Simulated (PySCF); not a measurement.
## How methods differ on the ionisation energy of Cl⁺

Cl⁺ [Ne] 3s2 3p4 (3P) → Cl²⁺ [Ne] 3s2 3p3 (4S), as a difference of total energies. Computed with PySCF 2.14 in aug-cc-pVDZ-DK (5s4p2d, 27 functions), with scalar relativity by spin-free X2C-1e. Correlated levels: valence: [Ne] frozen. The calculations carry no spin-orbit coupling.

| method | ionisation energy (eV) |
| --- | --- |
| UHF | 22.510 |
| LDA | 23.930 |
| PBE | 23.795 |
| PBE0 | 23.781 |
| r2SCAN | 23.735 |
| MN15 | 23.845 |
| M06 | 23.694 |
| M06-L | 23.619 |
| B2PLYP | 23.595 |
| MP2 (valence) | 23.031 |
| SCS-MP2 (valence) | 23.050 |

Q: How much does correlation contribute at MP2 (valence)?

A: 23.031 − (22.510) = 0.521 eV, measured against UHF.

Errors of the correlated levels include the incompleteness of this basis and the frozen core.

For comparison: 23.771 eV (measured; NIST levels, between the centres of gravity of the two terms).
